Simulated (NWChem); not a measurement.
System: SnNH$_{2}$F$_{3}$; SMILES [F][Sn]([F])([NH2])[F]

```xyz
7

N     -0.5903    -1.8596    -0.6337
Sn    -0.0041    -0.0091    -0.0076
F      0.3209     1.2155    -1.4714
F      1.6723    -0.1054     0.9686
F     -1.3334     0.8925     1.0886
H     -1.5710    -1.9978    -0.3425
H     -0.0298    -2.5527    -0.1128
```
Atoms are numbered in this order, from 1.

All runs: NWChem. Geometry: optimised at PBE-D3(BJ)/def2-SVP. def2 effective core potentials on Sn; no spin-orbit coupling. Ions are spin-unrestricted doublets at the neutral geometry; other ion states weren't tried.

```json
[
 {"level": "B3LYP/def2-SVP", "vertical ionisation energy, ΔSCF (eV)": "(withheld)", "−ε(HOMO) (eV)": "(withheld)", "ΔSCF minus −ε(HOMO) (eV)": "(withheld)"},
 {"level": "PBE/def2-SVP", "vertical ionisation energy, ΔSCF (eV)": "11.12", "−ε(HOMO) (eV)": "7.39", "ΔSCF minus −ε(HOMO) (eV)": "3.73"},
 {"level": "M06-2X/def2-SVP", "vertical ionisation energy, ΔSCF (eV)": "11.66", "−ε(HOMO) (eV)": "10.51", "ΔSCF minus −ε(HOMO) (eV)": "1.15"},
 {"level": "r2SCAN/def2-SVP", "vertical ionisation energy, ΔSCF (eV)": "11.29", "−ε(HOMO) (eV)": "7.85", "ΔSCF minus −ε(HOMO) (eV)": "3.44"}
]
```

Question: Complete the blanks.

Answer: 
- B3LYP/def2-SVP, vertical ionisation energy, ΔSCF (eV): 11.46
- B3LYP/def2-SVP, −ε(HOMO) (eV): 8.72
- B3LYP/def2-SVP, ΔSCF minus −ε(HOMO) (eV): 2.74
